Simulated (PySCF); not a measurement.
Computed shifts of a molecule C3H7FOSi, HF/pcSseg-1 (PySCF), GIAO, gas phase, atoms alike by connectivity averaged where their shifts nearly agree, in ppm (number of nuclei): ¹³C: 161.2 (1), 114.2 (1), 10.0 (1). ¹⁹F: -90.1 (1). ²⁹Si: -24.3 (1). ¹H: 6.95 (1), 4.86 (2), 2.03 (3), 1.49 (1). References: ¹³C against TMS (σ = 192.6 ppm); ¹⁹F against CFCl3 (σ = 238.5 ppm); ²⁹Si against TMS (σ = 393.8 ppm); ¹⁷O against H2O (σ = 333.0 ppm); ¹H against TMS (σ = 31.99 ppm), references at their B3LYP-D3(BJ)/def2-TZVP geometries, non-relativistic. The structure is a stationary point at PBE0-D3(BJ)/def2-SVP. One conformer was computed; it need not be the lowest.

Q: Which structure fits?
(A) C=C[Si@H](F)CO
(B) C/C(=C\F)[SiH2]O
(C) F/C=C\OC[SiH3]
(D) CC(=O)[Si@@H](C)F

A: B, C/C(=C\F)[SiH2]O
